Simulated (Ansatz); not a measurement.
The cluster K3H3. Total charge 0; singlet. Geometry PBE-D4/def2-TZVP.

| atom | x (Å) | y (Å) | z (Å) |
| --- | --- | --- | --- |
| K1 | 0.0422 | 2.2978 | -0.9666 |
| K2 | 1.9193 | -1.5486 | -0.3787 |
| K3 | -1.9599 | -0.7497 | 1.3455 |
| H4 | 1.9019 | 0.7233 | -1.3326 |
| H5 | -1.8706 | 1.5134 | 0.3742 |
| H6 | -0.0330 | -2.2361 | 0.9583 |

The 6-31G sets use Cartesian d functions. B3LYP takes the VWN-RPA correlation. The structure comes from a short search, and lower isomers may exist.

Q: Estimate the orbital energies around the gap (eV) in Ansatz with PBE-D4/def2-SVP, r2SCAN-D4/def2-TZVPD, r2SCANh-D4/def2-TZVP, B3LYP-D4/6-31G, PBE0-D4/def2-SVP.

A: 
```json
{"orbital": "HOMO−13", "PBE-D4/def2-SVP": "-33.83", "r2SCAN-D4/def2-TZVPD": "-34.93", "r2SCANh-D4/def2-TZVP": "-36.09", "B3LYP-D4/6-31G": "-36.30", "PBE0-D4/def2-SVP": "-37.15"}
{"orbital": "HOMO−12", "PBE-D4/def2-SVP": "-33.83", "r2SCAN-D4/def2-TZVPD": "-34.93", "r2SCANh-D4/def2-TZVP": "-36.09", "B3LYP-D4/6-31G": "-36.30", "PBE0-D4/def2-SVP": "-37.15"}
{"orbital": "HOMO−11", "PBE-D4/def2-SVP": "-17.75", "r2SCAN-D4/def2-TZVPD": "-18.09", "r2SCANh-D4/def2-TZVP": "-18.82", "B3LYP-D4/6-31G": "-19.16", "PBE0-D4/def2-SVP": "-19.71"}
{"orbital": "HOMO−10", "PBE-D4/def2-SVP": "-17.75", "r2SCAN-D4/def2-TZVPD": "-18.09", "r2SCANh-D4/def2-TZVP": "-18.82", "B3LYP-D4/6-31G": "-19.15", "PBE0-D4/def2-SVP": "-19.71"}
{"orbital": "HOMO−9", "PBE-D4/def2-SVP": "-17.75", "r2SCAN-D4/def2-TZVPD": "-18.09", "r2SCANh-D4/def2-TZVP": "-18.82", "B3LYP-D4/6-31G": "-19.15", "PBE0-D4/def2-SVP": "-19.71"}
{"orbital": "HOMO−8", "PBE-D4/def2-SVP": "-17.72", "r2SCAN-D4/def2-TZVPD": "-18.05", "r2SCANh-D4/def2-TZVP": "-18.79", "B3LYP-D4/6-31G": "-19.13", "PBE0-D4/def2-SVP": "-19.68"}
{"orbital": "HOMO−7", "PBE-D4/def2-SVP": "-17.67", "r2SCAN-D4/def2-TZVPD": "-18.00", "r2SCANh-D4/def2-TZVP": "-18.74", "B3LYP-D4/6-31G": "-19.08", "PBE0-D4/def2-SVP": "-19.63"}
{"orbital": "HOMO−6", "PBE-D4/def2-SVP": "-17.67", "r2SCAN-D4/def2-TZVPD": "-18.00", "r2SCANh-D4/def2-TZVP": "-18.74", "B3LYP-D4/6-31G": "-19.08", "PBE0-D4/def2-SVP": "-19.63"}
{"orbital": "HOMO−5", "PBE-D4/def2-SVP": "-17.51", "r2SCAN-D4/def2-TZVPD": "-17.82", "r2SCANh-D4/def2-TZVP": "-18.56", "B3LYP-D4/6-31G": "-18.93", "PBE0-D4/def2-SVP": "-19.48"}
{"orbital": "HOMO−4", "PBE-D4/def2-SVP": "-17.51", "r2SCAN-D4/def2-TZVPD": "-17.82", "r2SCANh-D4/def2-TZVP": "-18.56", "B3LYP-D4/6-31G": "-18.93", "PBE0-D4/def2-SVP": "-19.48"}
{"orbital": "HOMO−3", "PBE-D4/def2-SVP": "-17.48", "r2SCAN-D4/def2-TZVPD": "-17.79", "r2SCANh-D4/def2-TZVP": "-18.53", "B3LYP-D4/6-31G": "-18.89", "PBE0-D4/def2-SVP": "-19.44"}
{"orbital": "HOMO−2", "PBE-D4/def2-SVP": "-4.07", "r2SCAN-D4/def2-TZVPD": "-4.15", "r2SCANh-D4/def2-TZVP": "-4.56", "B3LYP-D4/6-31G": "-4.91", "PBE0-D4/def2-SVP": "-5.08"}
{"orbital": "HOMO−1", "PBE-D4/def2-SVP": "-3.57", "r2SCAN-D4/def2-TZVPD": "-3.68", "r2SCANh-D4/def2-TZVP": "-4.08", "B3LYP-D4/6-31G": "-4.41", "PBE0-D4/def2-SVP": "-4.55"}
{"orbital": "HOMO", "PBE-D4/def2-SVP": "-3.57", "r2SCAN-D4/def2-TZVPD": "-3.68", "r2SCANh-D4/def2-TZVP": "-4.08", "B3LYP-D4/6-31G": "-4.41", "PBE0-D4/def2-SVP": "-4.55"}
{"orbital": "LUMO", "PBE-D4/def2-SVP": "-0.69", "r2SCAN-D4/def2-TZVPD": "0.02", "r2SCANh-D4/def2-TZVP": "0.18", "B3LYP-D4/6-31G": "-0.44", "PBE0-D4/def2-SVP": "-0.23"}
{"orbital": "LUMO+1", "PBE-D4/def2-SVP": "-0.69", "r2SCAN-D4/def2-TZVPD": "0.02", "r2SCANh-D4/def2-TZVP": "0.18", "B3LYP-D4/6-31G": "-0.44", "PBE0-D4/def2-SVP": "-0.23"}
{"orbital": "LUMO+2", "PBE-D4/def2-SVP": "-0.55", "r2SCAN-D4/def2-TZVPD": "0.12", "r2SCANh-D4/def2-TZVP": "0.25", "B3LYP-D4/6-31G": "-0.29", "PBE0-D4/def2-SVP": "-0.13"}
{"orbital": "LUMO+3", "PBE-D4/def2-SVP": "-0.10", "r2SCAN-D4/def2-TZVPD": "0.16", "r2SCANh-D4/def2-TZVP": "0.56", "B3LYP-D4/6-31G": "-0.14", "PBE0-D4/def2-SVP": "0.45"}
{"orbital": "LUMO+4", "PBE-D4/def2-SVP": "0.72", "r2SCAN-D4/def2-TZVPD": "0.76", "r2SCANh-D4/def2-TZVP": "1.15", "B3LYP-D4/6-31G": "0.43", "PBE0-D4/def2-SVP": "1.10"}
{"orbital": "LUMO+5", "PBE-D4/def2-SVP": "0.72", "r2SCAN-D4/def2-TZVPD": "0.89", "r2SCANh-D4/def2-TZVP": "1.61", "B3LYP-D4/6-31G": "0.43", "PBE0-D4/def2-SVP": "1.10"}
```
